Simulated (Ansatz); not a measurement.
```xyz
11

N     0.8312    1.9124   -1.6646
C     0.6811    0.7237   -1.3024
Cl    2.0026   -0.4013   -1.6115
Si   -0.7638   -0.1200   -0.4076
Si   -0.0287   -0.9455    1.6553
H     0.0071    2.4673   -1.4339
H    -1.2711   -1.2097   -1.2798
H    -1.8161    0.9213   -0.2445
H     0.6341    0.1477    2.4131
H     0.9255   -2.0629    1.4474
H    -1.2020   -1.4330    2.4285
```

Charge 0, multiplicity 1.

(1) List the ωB97M-V/def2-TZVPP orbital energies in eV (Ansatz). (An estimate is asked.)

## Answers

(1) Ansatz gave: Occupied: -2772.24, -1807.48, -1807.19, -395.08, -284.27, -262.61, -200.13, -199.94, -199.93, -148.59, -148.31, -102.71, -102.69, -102.68, -102.42, -102.41, -102.41, -29.21, -26.18, -19.92, -18.69, -17.59, -15.47, -14.44, -13.90, -13.00, -12.47, -12.19, -11.40, -11.05, -10.81, -10.13. Lowest empty: 0.87, 1.35, 1.79, 1.96, 2.41, 2.78, 2.99, 3.32.
